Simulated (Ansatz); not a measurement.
Mulliken charges of `[F][GeH2]` radical from PBE/def2-TZVPP in Ansatz (PBE0-D4/def2-TZVP geometry).

```
atom   x (Å)   y (Å)   z (Å)  charge (e)
  F1   0.138  -0.585   1.442      -0.328
 Ge2   0.306  -0.223  -0.257       0.351
  H3  -1.079  -0.528  -0.882      -0.012
  H4   0.690   1.276  -0.323      -0.012
```

Q: By hand: the dipole of these point charges (1 e Å = 4.8032 D).

A: Σ q r = (0.067, 0.105, -0.549) e Å, of length 0.563 e Å = 2.70 D.

Q: How does the dipole of the full density compare? (Estimate.)

A: Computed: (0.030, 0.085, -0.369) e Å, 1.82 D; the point charges give 1.48 times that, at 3° from its direction.

Point charges leave out the atoms' own dipoles, such as those of lone pairs, and Mulliken's split depends on the basis, so the two needn't agree.
